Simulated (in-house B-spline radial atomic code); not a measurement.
O⁺. Computed with a B-spline radial atomic code. Model: non-relativistic spherical atom: semilocal Troullier-Martins pseudo-atom, one channel per l, against all electrons, high spin, G0W0 and RPA with empty states to l = 8, local potential for every l without a channel, a model core (radius 0 = none) keeps its share of the functional.

What the tables leave out is listed at the end.

The pseudopotential gives back the lowest level of each angular momentum of its own functional in the configuration it was made in; a second state of the same l is only approximately right. Exact exchange, RPA and GW see the smooth pseudo-orbitals and miss the exchange with the core, for which the functional's share stands in. The column with an uncorrelated core keeps all orbitals and exact exchange, and so separates missing core correlation from pseudisation. Only the three outermost levels and the lowest empty one were computed. RPA here is direct RPA, with no exchange kernel, and its energies carry an (l + 1/2)⁻⁴ tail. A hybrid on a potential with a model core restores only its own semilocal share of the core's exchange.

Command:
```bash
python run_psgw.py task.json out
```
Settings (lengths in bohr, energies in hartree):
```
Z                      8
electrons              7
configuration          [He] 2s2 2p3
generated_in           [He] 2s2 2p3
functional             pbe,pbe
core_shells            1
radius_factor          0.8
core_correction        True
```

Time taken, with all properties: 15 s on 1 thread of Arm Neoverse N1, with other jobs on the host.

Given: made with PBE; model core radius 0.355 bohr; local radius 0.722 bohr; mean-field start PBE.

Valence shells of the generating configuration: 2s, 2p.

Channel: s 0.684, p 0.936 (radii in bohr).

Computed: largest level miss in the spin-unpolarised generating configuration 0 eV; valence RPA correlation energy all-electron orbitals -0.24052 hartree; all-electron RPA polarisability, core included 2.2656 bohr³; pseudo-atom RPA polarisability 2.2638 bohr³.

```json
{"level": "2p up", "occupied": "1", "mean-field all-electron (eV)": "-26.369", "mean-field pseudo minus all (eV)": "-0.034", "G0W0 all-electron (eV)": "-34.434", "G0W0 uncorrelated core minus all (eV)": "0.072", "G0W0 pseudo minus all (eV)": "0.204", "exchange self-energy all-electron (eV)": "-33.246", "exchange self-energy pseudo (eV)": "-32.365"}
{"level": "2s down", "occupied": "1", "mean-field all-electron (eV)": "-35.638", "mean-field pseudo minus all (eV)": "0.099", "G0W0 all-electron (eV)": "-43.168", "G0W0 uncorrelated core minus all (eV)": "0.059", "G0W0 pseudo minus all (eV)": "-0.038", "exchange self-energy all-electron (eV)": "-24.532", "exchange self-energy pseudo (eV)": "-22.124"}
{"level": "2p down (empty)", "occupied": "0", "mean-field all-electron (eV)": "-20.609", "mean-field pseudo minus all (eV)": "0.1", "G0W0 all-electron (eV)": "-13.972", "G0W0 uncorrelated core minus all (eV)": "0.073", "G0W0 pseudo minus all (eV)": "-0.318", "exchange self-energy all-electron (eV)": "-5.5302", "exchange self-energy pseudo (eV)": "-4.6842"}
```

What is the valence RPA correlation energy pseudo?

-0.24657 hartree.

Given: mean-field start PBE0.

Computed: valence RPA correlation energy all-electron orbitals -0.22373 hartree; all-electron RPA polarisability, core included 1.9953 bohr³; pseudo-atom RPA polarisability 2.0072 bohr³.

```
          level  occupied  mean-field all-electron (eV)  mean-field pseudo minus all (eV)  G0W0 all-electron (eV)  G0W0 uncorrelated core minus all (eV)  G0W0 pseudo minus all (eV)  exchange self-energy all-electron (eV)  exchange self-energy pseudo (eV)
          2p up         1                       -28.979                             0.036                 -34.894                                  0.072                       0.226                                 -33.323                           -32.366
        2s down         1                       -37.594                             0.132                 -43.237                                   0.06                        0.03                                 -24.453                           -22.074
2p down (empty)         0                       -18.228                             0.106                 -13.609                                  0.068                      -0.138                                 -5.3326                           -4.5596
```

What is the valence RPA correlation energy pseudo?

-0.22871 hartree.

Among the listed levels the largest G0W0 shift of the pseudo-atom is -0.32 eV, for 2p down (empty) on the PBE start, while leaving the core uncorrelated moves that level by +0.07 eV. So pseudisation and the lost core exchange, not the missing core correlation, make the error. Not in the tables (levels of low weight, unsolved or above zero; the highest and the empty levels are kept at any weight): on PBE the G0W0 levels 2s up (pseudo minus all -0.02 eV, weights 0.18 and 0.17); on PBE0 the G0W0 levels 2s up (pseudo minus all +0.03 eV, weights 0.38 and 0.39); no Hartree-Fock pseudo-atom is run with a model core.
